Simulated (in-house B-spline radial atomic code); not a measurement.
Configurations of the ytterbium ion Yb⁶⁺, with energies counted from [Kr] 4d10 (4f5/2)6 (4f7/2)6 5s2 (5p1/2)2 (5p3/2)2. Method: Dirac-Hartree-Fock, average of each configuration as written, Fermi nucleus of rms radius 5.3108 fm. Calculated with an all-electron radial atomic-structure program (B-spline basis). Energies include first-order Breit, QED and recoil terms.

Occupations are held fixed; configurations that lie above the ionisation limit could autoionise.

```csv
configuration,E - E(ref) (eV),highest orbital,its <r> (bohr)
[Kr] 4d10 (4f5/2)4 (4f7/2)8 5s2 (5p1/2)1 (5p3/2)3,9.8936,4f7/2,0.6709
[Kr] 4d10 (4f5/2)5 (4f7/2)7 5s2 (5p3/2)4,18.027,4f7/2,0.6723
[Kr] 4d10 (4f5/2)4 (4f7/2)8 5s2 (5p1/2)1 (5p3/2)2 (5d3/2)1,46.948,5d3/2,1.638
[Kr] 4d10 (4f5/2)6 (4f7/2)6 5s2 (5p1/2)2 (5p3/2)1 (9d5/2)1,97.217,9d5/2,10.73
[Kr] 4d10 (4f5/2)4 (4f7/2)7 5s2 (5p3/2)4 (8d5/2)1,103.82,8d5/2,7.773
[Kr] (4d3/2)3 (4d5/2)6 (4f5/2)5 (4f7/2)7 5s2 (5p1/2)2 (5p3/2)3,186.29,5p3/2,1.3
[Kr] (4d3/2)4 (4d5/2)5 (4f5/2)4 (4f7/2)8 5s2 (5p1/2)1 (5p3/2)3 9s1,283.87,9s1/2,8.605
[Kr] (4d3/2)3 (4d5/2)6 (4f5/2)6 (4f7/2)6 5s2 (5p3/2)4 (5g9/2)1,290.21,5g9/2,3.844
```

Q: Order these further configurations by energy, lowest first.
A. [Kr] 4d10 (4f5/2)3 (4f7/2)8 5s2 (5p1/2)1 (5p3/2)3 (5g9/2)1
B. [Kr] 4d10 (4f5/2)6 (4f7/2)5 5s2 (5p1/2)1 (5p3/2)3 (9d3/2)1
C. [Kr] (4d3/2)3 (4d5/2)6 (4f5/2)5 (4f7/2)7 5s2 (5p1/2)1 (5p3/2)3 (7g7/2)1
D. [Kr] (4d3/2)3 (4d5/2)6 (4f5/2)4 (4f7/2)8 5s2 (5p3/2)4 (6d5/2)1
E. [Kr] 4d10 (4f5/2)5 (4f7/2)7 5s2 (5p1/2)1 (5p3/2)3

A: E (9.2725 eV), A (85.266 eV), B (95.791 eV), D (274.99 eV), C (293.23 eV).

Q: How far above the reference does [Kr] (4d3/2)4 (4d5/2)5 (4f5/2)4 (4f7/2)8 5s2 (5p3/2)4 (6p1/2)1 lie?

A: 256.12 eV; its least bound orbital is 6p1/2 with <r> = 2.609 bohr.

Q: How far above the reference does [Kr] (4d3/2)4 (4d5/2)5 (4f5/2)4 (4f7/2)8 5s2 (5p3/2)4 (9f7/2)1 lie?

A: 299.52 eV; its least bound orbital is 9f7/2 with <r> = 12.95 bohr.

Q: How far above the reference does [Kr] 4d10 (4f5/2)4 (4f7/2)8 5s2 (5p1/2)2 (5p3/2)2 lie?

A: 2.8497 eV; its least bound orbital is 4f7/2 with <r> = 0.6708 bohr.
